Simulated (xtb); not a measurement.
Si(H)(F)(OH)(NMe2) (C2H8FNOSi), SMILES CN(C)[SiH](O)F. All values are semi-empirical tight-binding results from xtb (GFN2-xTB unless named), good for trends rather than for accurate numbers. Geometry optimised at GFN2-xTB. One conformer was computed; it need not be the lowest.

**Question.** Estimate the properties. (Estimate from the structure and the level; the computed values follow.)

**Answer.** 
```
Item                                                  Result
---------------------------------------------  -------------
orbital gap                                          6.11 eV
dipole moment                                         2.32 D
zero-point energy                              66.4 kcal/mol
G − E(el) at 298.15 K (modified RRHO)          45.8 kcal/mol
static polarisability (D4 model)                  72.4 bohr³
solvation energy, GFN2-xTB/ALPB(water)         -4.7 kcal/mol
solvation energy, GFN2-xTB/ALPB(acetonitrile)  -5.8 kcal/mol
```
